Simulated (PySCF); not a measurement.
From a computed spectrum to the compound

A species of 8 atoms with charge 0 has these harmonic modes (PBE0, small Gaussian bases with core potentials, PySCF 2.14.0):

```tsv
cm⁻¹	km/mol	symmetry
63	2.0	e
63	2.0	e
69	69.5	a1
117	17.3	e
117	17.3	e
131	0.0	a2
322	7.8	a1
540	0.1	e
540	0.1	e
575	7.8	a1
580	189.8	e
580	189.8	e
1216	153.2	a1
1632	25.9	e
1632	25.9	e
3490	28.8	a1
3611	57.8	e
3611	57.8	e
```

Task: Which species is it, and in which structure?

Result: LuF3(NH3) (singlet in the valence; each metal's 4f electrons, 14 of them, lie in its core potential, out of spins and levels):
```xyz
8

Lu    0.0639   -0.0639    0.0639
F     1.0179    1.3936    1.0179
F    -1.3936   -1.0179    1.0179
F     1.0179   -1.0179   -1.3936
N    -1.3329    1.3329   -1.3329
H    -1.9423    1.9423   -0.7833
H    -0.7833    1.9423   -1.9423
H    -1.9423    0.7833   -1.9423
```
Ideal gas at 298.15 K and 1 bar: S = 393.6 J/(mol K), Cp = 113.5 J/(mol K), H − H(0 K) = 25.2 kJ/mol (rigid rotor, harmonic modes, spin degeneracy alone, that of the 4f electrons in the core included). An lcecp potential fixes the number of 4f electrons, so in runs with it no electron can move into or out of that shell.
 This is one of several that fit.
